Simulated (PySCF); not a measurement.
## I³⁴⁺: fine-structure interval

I³⁴⁺ [Ar] 3d1 [3d3/2^1, M_J = 3/2] → I³⁴⁺ [Ar] 3d1 [3d5/2^1, M_J = 5/2], as a difference of total energies. All numbers are calculated (PySCF 2.14, the two-component X2C-1e Hamiltonian, in an uncontracted even-tempered set (16 s from 6.2 bohr⁻², ratio 2.8; 12 p from 8.1 bohr⁻², ratio 2.8; 8 d from 8.1 bohr⁻², ratio 2.8; 3 f from 24 bohr⁻², ratio 3)). Correlated levels: [Ne] frozen; the 74 highest virtual spinors dropped. "Screened" scales the spin-orbit matrix elements by Boettger's factors to mimic the two-electron term; Breit and QED terms are absent.

```csv
method,fine-structure interval (cm⁻¹)
GHF (screened spin-orbit),124750
GMP2 (screened spin-orbit),124740
GHF (bare spin-orbit),153880
```
